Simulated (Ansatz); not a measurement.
Calculated with Ansatz (gas phase, PBE0-D4/def2-TZVP geometries, no zero-point term in ΔE). CCSD(T)/CBS is the MP2 limit (def2-TZVPP, def2-QZVPP) plus CCSD(T) − MP2 in def2-TZVPP, frozen cores. This one scheme is used for every species. DFT in def2-TZVPP. B3LYP here is the variant with VWN-RPA as its local correlation; programs differ in this. For Br outer-core shells are correlated without core-valence functions, which leaves a few kJ/mol of doubt a bond. Scalar relativity is left out up to krypton. One conformer a species, not always the lowest.

Consider the silylene formation by 1,1-elimination: `C[Si](O)(Br)O[SiH3]` → CH₃OH + `[SiH3]O[Si]Br`.

`C[Si](O)(Br)O[SiH3]`:

Z-matrix (Å, degrees):
```
C
Si 1 1.838
H 1 1.091 2 110.6
H 1 1.093 2 109.7 3 -119.8
H 1 1.091 2 110.6 3 120.5
O 2 1.628 1 108.1 3 58.6
Br 2 2.240 1 110.7 3 -60.5
O 2 1.622 1 111.5 3 -178.7
H 6 0.958 2 118.6 1 -170.7
Si 8 1.643 2 144.2 1 119.4
H 10 1.483 8 107.3 2 -177.8
H 10 1.485 8 110.2 2 62.8
H 10 1.484 8 110.3 2 -58.3
```

CH₃OH:

```xyz
6

C    -0.198    0.063    0.289
O     0.957    0.067   -0.518
H     0.070    0.539    1.233
H    -0.552   -0.952    0.508
H    -1.022    0.633   -0.157
H     0.745   -0.350   -1.355
```

`[SiH3]O[Si]Br`:

Cartesian coordinates in Å:
```
Si -0.270 -0.100 0.896
O 0.856 -0.605 -0.220
Si 1.343 -0.449 -1.764
Br -0.181 1.053 -2.585
H -0.178 1.369 1.064
H -1.626 -0.486 0.439
H 0.054 -0.782 2.170
```

Is it downhill or uphill in electronic energy at CCSD(T)/CBS, and by how much? (An estimate is asked.)

Ansatz gave: Uphill: ΔE = +368.1 kJ/mol.

What do these levels give: r2SCAN-D4, B3LYP-D4, B2PLYP, PBE-QIDH, PBE, BHLYP, CAM-B3LYP, LC-ωPBE, MP2/def2-TZVPP, SCS-MP2/def2-TZVPP, CCSD(T)/def2-TZVPP, SCS-MP2/def2-QZVPP? (Estimate.)

The calculation gave: r2SCAN-D4 378.5, B3LYP-D4 347.4, B2PLYP 350.6, PBE-QIDH 380.9, PBE 328.0, BHLYP 357.2, CAM-B3LYP 352.2, LC-ωPBE 378.5, MP2/def2-TZVPP 382.7, SCS-MP2/def2-TZVPP 366.9, CCSD(T)/def2-TZVPP 360.5, SCS-MP2/def2-QZVPP 372.4 kJ/mol.

Largest T1 diagnostic among the species: 0.012.

In def2-TZVPP, CCSD(T) changes the Hartree–Fock value by +4.2 kJ/mol (the triples alone add −0.5 kJ/mol) and MP2 by +26.4 kJ/mol. From PBE to PBE0 (25 % exact exchange), in def2-TZVPP and without D4, ΔE moves by +25.2 kJ/mol. Leaving LDA and LC-ωPBE aside and taking each functional with its dispersion term where it has one, the values, not all of them listed here, spread over 62.7 kJ/mol, from BLYP-D4 to r2SCAN0-D4. LDA lies +42.7 kJ/mol from PBE without D4.
